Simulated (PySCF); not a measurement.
## Basis and Hamiltonian dependence of the excitation energy of Co⁺

Co⁺ [Ar] 3d8 (3F) → Co⁺ [Ar] 3d7 4p1 (high-spin determinant). All values are computed (PySCF 2.14, energy differences of UHF-based or UKS calculations, no spin-orbit coupling). Values in eV.

| basis | Hamiltonian | functions | UHF | PBE | PBE0 | MP2 (valence) | CCSD(T) (valence) | CCSD(T) (valence and next inner shell) |
| --- | --- | --- | --- | --- | --- | --- | --- | --- |
| aug-cc-pVDZ | non-relativistic | 59 | 3.672 | 5.865 | 5.514 | 5.790 | 5.374 | n/a |
| aug-cc-pVDZ-DK | spin-free X2C | 59 | 3.476 | 5.686 | 5.329 | 5.606 | 5.182 | n/a |
| x2c-TZVPPall | spin-free X2C | 64 | 3.514 | 5.873 | 5.476 | 5.757 | 5.342 | 5.517 |
| def2-TZVPPD | non-relativistic | 67 | 3.641 | 6.022 | 5.627 | 5.894 | 5.488 | 5.666 |
| x2c-TZVPPall with one added diffuse shell each of s, p, d, f type | spin-free X2C | 80 | 3.444 | 5.835 | 5.436 | 5.731 | 5.312 | 5.492 |
| aug-cc-pVTZ-DK | spin-free X2C | 93 | 3.437 | 5.856 | 5.449 | 5.772 | 5.348 | n/a |
| aug-cc-pVTZ | non-relativistic | 93 | 3.633 | 6.037 | 5.636 | 5.957 | 5.541 | n/a |
| def2-QZVPPD | non-relativistic | 100 | 3.629 | 6.031 | 5.631 | 5.965 | 5.547 | n/a |
| dyall-av2z | non-relativistic | 101 | 3.662 | 6.058 | 5.656 | 5.812 | 5.418 | n/a |
| aug-cc-pVTZ with one added diffuse shell each of s, p, d, f, g type | non-relativistic | 118 | 3.633 | 6.035 | 5.634 | 5.958 | n/a | n/a |
| aug-cc-pwCVTZ-DK | spin-free X2C | 127 | 3.429 | 5.852 | 5.444 | 5.812 | n/a | n/a |
| x2c-QZVPPall with one added diffuse shell each of s, p, d, f, g type | spin-free X2C | 128 | 3.430 | 5.852 | 5.445 | 5.790 | n/a | n/a |
| aug-cc-pVQZ | non-relativistic | 140 | 3.626 | 6.034 | 5.633 | 6.035 | n/a | n/a |
| aug-cc-pwCVTZ-DK with one added diffuse shell each of s, p, d, f, g type | spin-free X2C | 152 | 3.428 | 5.850 | 5.442 | 5.813 | n/a | n/a |

Frozen in the all-electron rows: valence: [Ar]; valence and next inner shell: [Ne].

One determinant mixes LS terms of the configuration, so the numbers do not refer to single terms. Non-relativistic rows lack the scalar-relativistic shift.
